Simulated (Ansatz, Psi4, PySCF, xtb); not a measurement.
Pair of molecules: N2 (SMILES N#N) (first 2 atoms) with C2H6O (SMILES CCO); geometry from B3LYP-D3(BJ)/def2-TZVP, rigid monomers moved along the line of their centres of mass till N2···H11 is 2.20 Å.
(charge 0, multiplicity 1):
```tsv
atom	x (Å)	y (Å)	z (Å)
N	1.1442	0.9875	-0.1931
N	0.7713	0.2465	0.5147
C	-1.2833	0.5342	3.4974
C	0.1716	0.1714	3.7461
O	0.5228	-1.0998	3.2111
H	-1.5286	1.4915	3.9639
H	-1.9434	-0.2315	3.9078
H	-1.4875	0.6220	2.4271
H	0.8309	0.9534	3.3474
H	0.3672	0.0998	4.8171
H	0.4219	-1.0608	2.2539
```

Interaction energies are E(AB) − E(A) − E(B) at the monomers' geometry in the complex; basis-set methods are counterpoise corrected.

Frozen-core correlation.

Codes used: Ansatz (Gaussian orbitals); Psi4 for SAPT; PySCF for the dispersion terms; xtb for the GFN methods. 

```json
[
 {"level": "GFN-FF", "interaction energy (meV)": "-43.0"},
 {"level": "GFN1-xTB", "interaction energy (meV)": "-82.4"},
 {"level": "GFN2-xTB", "interaction energy (meV)": "-64.0"},
 {"level": "r2SCAN-D4/def2-TZVPPD", "interaction energy (meV)": "-33.0"},
 {"level": "B3LYP-D4/def2-TZVPPD", "interaction energy (meV)": "-25.8"},
 {"level": "PBE0-D3(BJ)/def2-TZVPPD", "interaction energy (meV)": "-44.0"},
 {"level": "MP2/aug-cc-pVDZ", "interaction energy (meV)": "-32.4"},
 {"level": "CCSD(T)/aug-cc-pVDZ", "interaction energy (meV)": "[?]"},
 {"level": "SAPT0/jun-cc-pV(D+d)Z", "interaction energy (meV)": "[?]"}
]
```

**Question.** What belongs in the gaps?

**Answer.** 
- CCSD(T)/aug-cc-pVDZ, interaction energy (meV): -23.9
- SAPT0/jun-cc-pV(D+d)Z, interaction energy (meV): -22.7

Ansatz is an electronic-structure program.
